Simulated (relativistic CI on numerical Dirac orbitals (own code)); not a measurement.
Sr³²⁺: sensitivity of the levels to the model

Base calculation: Dirac-Coulomb-Breit CI, separate exchange-only KLI orbitals for each configuration, QED by a radiative potential, unscaled Slater integrals.

CI space (outside the closed core 1s2): 2s²2p², 2s2p³, 2p⁴, 2p³3s, 2p³3p, 2p³3d, 2s²2p3s, 2s²2p3p, 2s²2p3d, 2s2p²3s, 2s2p²3p, 2s2p²3d, 2s²2p4s, 2s²2p4p, 2s²2p4d, 2s²2p4f. Levels of other configurations are missing.

The lowest level and the first level of each name with at least 55 % of one term (blank where a level has no safe partner in the second run):

```tsv
Level	Base (eV)	Shift (eV)
2s²2p² ³P0	0.00	0.00
2s²2p² ³P1	64.00	-64.00
2s2p³ ⁵S°2	169.98	-114.21
2s²2p² ¹S0	172.43	-130.84
2s2p³ ³D°2	240.41	-125.82
2s2p³ ³D°3	259.73	-145.15
2s2p³ ³P°0	282.58	-147.65
2s2p³ ¹P°1	391.13	-198.27
2p⁴ ³P2	427.96	-160.96
2p⁴ ³P1	497.49	-230.49
2p⁴ ¹D2	510.75	-224.03
2s²2p3s ³P°0	2276.45	-42.25
2s²2p3s ³P°1	2278.40	-44.19
2s²2p3p ³D1	2312.47
```

At this charge energies of transitions that change n are usually good to better than 1 %, and those within a shell (Δn = 0) to a few per cent.

**Question.** One thing was changed in a second run, which moved the levels as shown. Which?
A. Breit term removed
B. only the first 3 configurations
C. non-relativistic limit
D. QED terms removed
E. configuration mixing switched off

**Answer.** C. Non-relativistic limit. Without relativity the fine structure collapses and s electrons lose their extra binding.

LS names give the leading component of a level, which can be under half, so a name can repeat, a term be missing and a line seem to break the LS rules.
